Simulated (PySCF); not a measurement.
Choosing a molecule for a target property.

All species are isolated and taken at one optimised geometry, non-relativistic unless stated. Electronic properties by PySCF.

The conformers computed, where there is a choice (atom-mapped SMILES and torsion angles):
- `[F:1][P:2]([F:3])[P:4]([GeH3:5])[GeH3:6]`: F1–P2–P4–Ge5 169°
- `[CH2:1]=[CH:2][CH2:3][GeH2:4][NH:5][SiH3:6]`: C1–C2–C3–Ge4 99°, C2–C3–Ge4–N5 -54°, C3–Ge4–N5–Si6 -150°
- `[O:1]=[C:2]([Cl:3])[C:4]([F:5])([F:6])[F:7]`: O1–C2–C4–F5 -127°
- `[CH3:1][C@H:2]([F:3])[CH2:4][F:5]`: C1–C2–C4–F5 -173°

The conformers of `C=CP1CC=C(OC)C1` and `C/N=C/[Si@H]1CC[SiH2]O1` aren't listed.

Question: Wanted: HOMO–LUMO gap above 9 eV (CAM-B3LYP/def2-SVPD) and vertical ionisation energy above 12 eV (ΔSCF CAM-B3LYP/def2-SVPD), at PBE0-D3(BJ)/def2-SVP geometries. Which candidate meets both?
A. `C1P(CC(OC)=C1)C=C`
B. `C=C[CH2][GeH2][NH][SiH3]`
C. `FP(F)[P]([GeH3])[GeH3]`
D. `O=C(Cl)C(F)(F)F`
E. `C[C@H](F)CF`
F. `N(=C\[Si@@H]1O[SiH2]CC1)/C`

Answer: D. Computed values:
```
                   species  HOMO–LUMO gap  vertical ionisation energy
    FP(F)[P]([GeH3])[GeH3]        8.39 eV                     9.08 eV
         C1P(CC(OC)=C1)C=C        8.56 eV                     8.28 eV
N(=C\[Si@@H]1O[SiH2]CC1)/C        8.78 eV                     9.25 eV
  C=C[CH2][GeH2][NH][SiH3]        9.14 eV                     8.93 eV
           O=C(Cl)C(F)(F)F        9.88 eV                    12.20 eV
               C[C@H](F)CF       12.11 eV                    11.95 eV
```

Question: Wanted: static isotropic polarisability between 70 au and 110 au (CAM-B3LYP/def2-SVPD) and dipole moment below 2.8 D (CAM-B3LYP/def2-SVPD), at PBE0-D3(BJ)/def2-SVP geometries. Which candidate meets both?
A. `C=C[CH2][GeH2][NH][SiH3]`
B. `FP(F)[P]([GeH3])[GeH3]`
C. `C[C@H](F)CF`
D. `FC(C(=O)Cl)(F)F`

Answer: A. Computed values:
```
                 species  static isotropic polarisability  dipole moment
             C[C@H](F)CF                          40.6 au         3.09 D
         FC(C(=O)Cl)(F)F                          44.2 au         0.93 D
C=C[CH2][GeH2][NH][SiH3]                         103.4 au         1.39 D
  FP(F)[P]([GeH3])[GeH3]                         119.1 au         2.59 D
```
